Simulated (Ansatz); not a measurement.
The first iterations of a band of AlClH4OSi (8 atoms, charge 0, multiplicity 1).

Computed with RKS B3LYP-D4/def2-SVP (Ansatz 0.2.0).

```
movable images  : 7
climbing image  : yes
spring          : 5.0 eV/Å²
optimiser       : quadratic models (default)
start path      : IDPP
force threshold : 0.05 eV/Å
iteration limit : 33
end points      : relaxed
```

Initial state:

```xyz
8
Properties=species:S:1:pos:R:3
O -1.646 -0.840 0.849
Si -0.797 -0.211 -0.460
Al 1.503 0.382 0.190
Cl 2.948 0.684 -1.334
H -1.724 -0.278 1.629
H -1.496 0.976 -1.061
H -0.799 -1.287 -1.491
H 2.011 0.575 1.679
```

Final state:

```xyz
8
Properties=species:S:1:pos:R:3
O -1.443 -0.438 1.158
Si -0.730 -0.113 -0.330
Al 1.623 0.332 0.177
Cl 2.913 0.647 -1.480
H -2.387 -0.640 1.162
H -1.381 1.058 -1.010
H -0.888 -1.264 -1.281
H 2.293 0.417 1.605
```

| iteration | highest image above the first end (eV) | largest band force component (eV/Å) |
| --- | --- | --- |
| 1 | 0.068 | 0.344 |
| 2 | 0.052 | 0.257 |

Does the band converge within its limit, and where does its top end?

The forces met the threshold. It ended after 6 iterations with the highest image 0.020 eV above the first end. A vibrational analysis at the climbing image gives one clearly imaginary mode, 248i cm⁻¹: a first-order saddle point.

The run took 7.6 min on 1 thread of AMD EPYC (Zen 3) (shared host), peak memory 0.19 GiB.
